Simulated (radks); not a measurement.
Q: The mean radii <r> (bohr) of the occupied orbitals of an atom or ion are listed with their occupations. Calculated with a radial shooting solver on a logarithmic mesh with Libxc functionals: scalar-relativistic Kohn-Sham, r2SCAN, spin-polarised, spherical densities, finite nucleus; meta-GGA in the generalised Kohn-Sham scheme; Fermi nuclear charge, rms radius of each element as measured or else 0.836 A^(1/3) + 0.57 fm.

| orbital | occ. | <r> |
|---|---|---|
| 1s up | 1 | 0.02037 |
| 1s down | 1 | 0.02037 |
| 2s up | 1 | 0.08617 |
| 2s down | 1 | 0.08612 |
| 2p up | 3 | 0.07644 |
| 2p down | 3 | 0.07638 |
| 3s up | 1 | 0.2184 |
| 3s down | 1 | 0.2186 |
| 3p up | 3 | 0.2159 |
| 3p down | 3 | 0.2162 |
| 3d up | 5 | 0.1938 |
| 3d down | 3 | 0.1941 |

Name the element and its charge. Open shells, if any, are filled with parallel spins first.

A: Z = 68, erbium, charge +42: Er42+ in [Ar] 3d8. The 1s radius gives Z: for a bare nucleus <r> = (2 gamma + 1)/(2Z) with gamma = sqrt(1 - (Z/c)^2), 0.02012 bohr for Z = 68, and screening makes it slightly larger (0.02037 here). The occupations add up to 26, and the charge is Z minus that.
